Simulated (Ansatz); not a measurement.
The same molecule with X = Mg, Zn, Cd. Ansatz, PBE0-D4/def2-TZVP geometries, multiplicity 1. Each molecule was computed in one conformer, which needn't be the lowest.

Elements past krypton have def2 core potentials. Scalar relativity is left out up to krypton.

```
 X        molecule  mean X–Cl bond length / Å  mean X–O bond length / Å  HOMO energy (ωB97M-V/def2-TZVPP) / eV  LUMO energy (B3LYP/def2-TZVPP) / eV  HOMO–LUMO gap (ωB97M-V/def2-TZVPP) / eV
Mg  `C[O][Mg][Cl]`                      2.176                     1.749                                  -9.89                                -1.71                                     9.81
Zn  `C[O][Zn][Cl]`                      2.084                     1.763                                 -10.13                                -1.62                                    10.54
```

Q: Give the row for X = Cd, `C[O][Cd][Cl]`. (Best estimate.)

A: Computed: 
```csv
X,molecule,mean X–Cl bond length / Å,mean X–O bond length / Å,HOMO energy (ωB97M-V/def2-TZVPP) / eV,LUMO energy (B3LYP/def2-TZVPP) / eV,HOMO–LUMO gap (ωB97M-V/def2-TZVPP) / eV
Cd,`C[O][Cd][Cl]`,2.264,1.962,-9.88,-2.13,9.85
```

From Mg to Cd the mean X–Cl bond length isn't monotonic: highest at Cd, lowest at Zn; the mean X–O bond length rises at each step, by 0.213 Å in all; the HOMO energy (ωB97M-V/def2-TZVPP) isn't monotonic: highest at Cd, lowest at Zn; the LUMO energy (B3LYP/def2-TZVPP) isn't monotonic: highest at Zn, lowest at Cd; the HOMO–LUMO gap (ωB97M-V/def2-TZVPP) isn't monotonic: highest at Zn, lowest at Mg. Bonds lengthen as the atom grows down the group.

B3LYP here is the variant with VWN-RPA as its local correlation; programs differ in this.
